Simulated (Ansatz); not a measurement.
`[OH][W]([F])(=[S])=[S]` and `C[O][W]([F])(=[S])=[S]` differ in one atom or group.

Ansatz, PBE0-D4/def2-TZVP geometries, multiplicity 1. Each molecule was computed in one conformer, which needn't be the lowest.

Elements past krypton have def2 core potentials.

```json
{"property": "HOMO–LUMO gap (B3LYP/def2-TZVPP) / eV", "`[OH][W]([F])(=[S])=[S]`": "4.26"}
{"property": "size of the dipole moment (ωB97M-V/def2-TZVPP) / D", "`[OH][W]([F])(=[S])=[S]`": "2.63"}
{"property": "HOMO energy (PBE/def2-TZVPP) / eV", "`[OH][W]([F])(=[S])=[S]`": "-6.39"}
{"property": "HOMO–LUMO gap (PBE/def2-TZVPP) / eV", "`[OH][W]([F])(=[S])=[S]`": "2.88"}
{"property": "LUMO energy (PBE/def2-TZVPP) / eV", "`[OH][W]([F])(=[S])=[S]`": "-3.50"}
{"property": "size of the dipole moment (PBE/def2-TZVPP) / D", "`[OH][W]([F])(=[S])=[S]`": "2.66"}
```

Task: Give the same properties after the change, and the shifts. (Best estimate.)

Result: Ansatz gave: 
| property | `C[O][W]([F])(=[S])=[S]` | shift |
| --- | --- | --- |
| HOMO–LUMO gap (B3LYP/def2-TZVPP) / eV | 4.21 | -0.05 |
| size of the dipole moment (ωB97M-V/def2-TZVPP) / D | 3.58 | 0.95 |
| HOMO energy (PBE/def2-TZVPP) / eV | -6.14 | 0.25 |
| HOMO–LUMO gap (PBE/def2-TZVPP) / eV | 2.84 | -0.04 |
| LUMO energy (PBE/def2-TZVPP) / eV | -3.30 | 0.20 |
| size of the dipole moment (PBE/def2-TZVPP) / D | 3.66 | 1.00 |

Dipoles are sizes alone; their direction can turn.

B3LYP here is the variant with VWN-RPA as its local correlation; programs differ in this.
